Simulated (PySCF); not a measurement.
# Correlation energy of Al (aluminium, neutral)

[Ne] 3s2 3p1, 2P determinant. Computed with PySCF 2.14 in pcseg-2 (5s4p2d1f, 34 functions), with no relativity, point nucleus. Frozen: [Ne]; 3 electrons correlated.

MP2 pair energies summed by pair of shells (mhartree):

```
 pair  energy  share (%)
3s-3s  -20.01       63.1
3s-3p  -11.72       36.9
```

Total MP2 correlation energy: -31.73 mhartree.

Same-spin part -1.90 and opposite-spin part -29.83 mhartree; SCS-MP2 scales them by 1/3 and 6/5 to -36.42 mhartree.

```csv
level,correlation energy (mhartree)
CCSD,-44.67
(T),-0.69
CCSD(T),-45.36
```

Diagnostics: T1 = 0.013, D1 = 0.0242, largest double amplitude 0.092.

Cost of the coupled-cluster step: 0.46 s of wall time on 1 thread of Intel(R) Xeon(R) Platinum 8559C (shared host), for 3 correlated electrons.

Iterations:

```
CC2 = 0
CCSD nocc = (np.int64(2), np.int64(1)), nmo = (29, 29)
frozen orbitals [[0, 1, 2, 3, 4], [0, 1, 2, 3, 4]]
max_cycle = 100
direct = 0
conv_tol = 1e-08
conv_tol_normt = 1e-06
diis_space = 8
diis_start_cycle = 0
Init t2, MP2 energy = -0.0317253761870241
Init E_corr(UCCSD) = -0.0317253761884169
cycle = 1  E_corr(UCCSD) = -0.0394834868979324  dE = -0.00775811071  norm(t1,t2) = 0.0545334
cycle = 2  E_corr(UCCSD) = -0.0423791231230883  dE = -0.00289563623  norm(t1,t2) = 0.024239
cycle = 3  E_corr(UCCSD) = -0.0446624682981952  dE = -0.00228334518  norm(t1,t2) = 0.0116606
cycle = 4  E_corr(UCCSD) = -0.0446628418832775  dE = -3.73585082e-07  norm(t1,t2) = 0.00132925
cycle = 5  E_corr(UCCSD) = -0.0446757628325697  dE = -1.29209493e-05  norm(t1,t2) = 0.00016856
cycle = 6  E_corr(UCCSD) = -0.044668320647591  dE = 7.44218498e-06  norm(t1,t2) = 3.28183e-05
cycle = 7  E_corr(UCCSD) = -0.0446706977610172  dE = -2.37711343e-06  norm(t1,t2) = 1.06025e-05
cycle = 8  E_corr(UCCSD) = -0.0446703249587815  dE = 3.72802236e-07  norm(t1,t2) = 2.2001e-06
cycle = 9  E_corr(UCCSD) = -0.0446703116990554  dE = 1.32597262e-08  norm(t1,t2) = 3.2015e-07
cycle = 10  E_corr(UCCSD) = -0.0446703185323194  dE = -6.83326399e-09  norm(t1,t2) = 7.62185e-08
UCCSD converged
E(UCCSD) = -241.9140111539752  E_corr = -0.04467031853231938
UCCSD(T) correction = -0.0006895211666146
```
